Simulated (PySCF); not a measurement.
H2O2S2, SMILES OSSO. Atoms are numbered in the order given.

```xyz
6

O      1.8568     0.4196    -0.6945
S      0.9207    -0.4141     0.4427
S     -0.9207     0.4141     0.4427
O     -1.8568    -0.4196    -0.6945
H      1.7944    -0.0745    -1.5273
H     -1.7944     0.0745    -1.5273
```
Charge 0, spin multiplicity 1.

Geometry: B3LYP-D3(BJ)/def2-SVP. Other conformers were not sampled.

Method: B3LYP-D3(BJ)/def2-SVP run with PySCF.

Frequencies are harmonic and unscaled.

Computed vibrational spectrum:
```csv
mode,ν (cm⁻¹),IR (km/mol),moving atoms (share of kinetic energy)
1,148,6.0,"O 73 %, S 18 %, H 9 %"
2,248,1.5,"S 43 %, O 38 %, H 19 %"
3,286,64.6,"O 49 %, S 43 %"
4,383,121.2,"H 84 %, S 13 %"
5,408,10.4,"H 70 %, S 17 %, O 12 %"
6,506,0.0,"S 87 %, H 10 %"
7,714,176.6,"O 64 %, S 35 %"
8,737,57.3,"O 66 %, S 33 %"
9,1137,57.8,H 93 %
10,1162,29.5,H 92 %
11,3762,33.2,H 94 %
12,3765,103.4,H 94 %
```
